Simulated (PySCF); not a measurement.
CdS, SMILES [S]=[Cd].

The structure is a stationary point at B3LYP-D3(BJ)/def2-TZVPD. The def2 effective core potentials stand for the cores of Cd; spin–orbit coupling is left out.

The numbers are results of PySCF with B3LYP-D3(BJ)/def2-TZVPD, not measurements.

Frequencies are harmonic and unscaled.

| mode | ν (cm⁻¹) | IR (km/mol) | moving atoms (share of kinetic energy) |
|---|---|---|---|
| 1 | 360 | 2.8 | S 78 %, Cd 22 % |
